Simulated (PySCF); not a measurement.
Mg(SH)2 (H₂MgS₂), SMILES [SH][Mg][SH]. Geometry: B3LYP-D3(BJ)/def2-TZVP. Other conformers were not sampled.

Computed equilibrium geometry at B3LYP-D3(BJ)/def2-TZVP (PySCF confirms it by a frequency run) as bond lengths and angles, and its point group (one conformer of several):
point group C2.
Atoms: Mg1 S2 H3 S4 H5. Bonded distances (Å): Mg1–S2 2.291, Mg1–S4 2.291, S2–H3 1.346, S4–H5 1.346. Bond angles (°): S2–Mg1–S4 178.6, Mg1–S2–H3 92.9, Mg1–S4–H5 92.9.
